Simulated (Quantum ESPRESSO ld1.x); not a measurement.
The numbers below are computed, except where a source is named.
Task: Species: neutral titanium. Configuration: [Ar] 3d2 4s2 (the NIST ground configuration). Code: ld1.x of Quantum ESPRESSO 7.5. Model: non-relativistic Kohn-Sham, LDA (Slater exchange, VWN5 correlation), spin-unpolarised, spherical densities, point nucleus. Some entries of the table are withheld. Estimate them.

| orbital | occ. | eigenvalue (eV) | <1/r> (bohr^-1) | <r> (bohr) |
|---|---|---|---|---|
| 1s | 2 | -4823.94 | 21.48 | 0.07031 |
| 2s | 2 | -529.476 | 4.480 | 0.3286 |
| 2p | 6 | -443.147 | 4.425 | 0.2913 |
| 3s | 2 | (1) | (2) | 1.016 |
| 3p | 6 | -38.7204 | 1.262 | 1.090 |
| 3d | 2 | -4.6262 | 0.8735 | 1.595 |
| 4s | 2 | -4.5472 | 0.3714 | 3.508 |

Result: 
(1) 3s eigenvalue (eV): -61.4435
(2) 3s <1/r> (bohr^-1): 1.385
